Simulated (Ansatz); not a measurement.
The cluster CaO2H2⁺. The state is a doublet with charge 1. Geometry PBE0-D4/def2-TZVP, that of the neutral singlet.

```
atom   x (Å)   y (Å)   z (Å)
 Ca1  -0.049   0.075   0.190
  O2  -0.652   1.721  -0.827
  O3   0.645  -1.710   0.855
  H4   0.979  -2.560   1.124
  H5  -0.923   2.474  -1.343
```

The structure comes from a short search, and lower isomers may exist.

(1) Estimate the α-spin orbital energies around the gap (eV) in Ansatz with PBE-D4/def2-TZVP, r2SCAN-D4/def2-TZVP, PBE0-D4/def2-TZVP.

Answers

(1) 
```tsv
orbital	PBE-D4/def2-TZVP	r2SCAN-D4/def2-TZVP	PBE0-D4/def2-TZVP
HOMO−5	-17.38	-17.81	-19.32
HOMO−4	-16.27	-16.72	-18.16
HOMO−3	-13.86	-14.38	-15.86
HOMO−2	-13.64	-14.18	-15.65
HOMO−1	-12.93	-13.32	-14.79
HOMO	-12.69	-13.08	-14.55
LUMO	-6.89	-6.04	-6.05
LUMO+1	-5.85	-5.24	-4.55
LUMO+2	-5.84	-5.24	-4.55
LUMO+3	-4.79	-4.26	-3.66
LUMO+4	-4.65	-4.12	-3.57
LUMO+5	-4.22	-3.46	-3.40
β HOMO	-12.38	-12.22	-12.59
β LUMO	-12.13	-11.91	-11.32
```
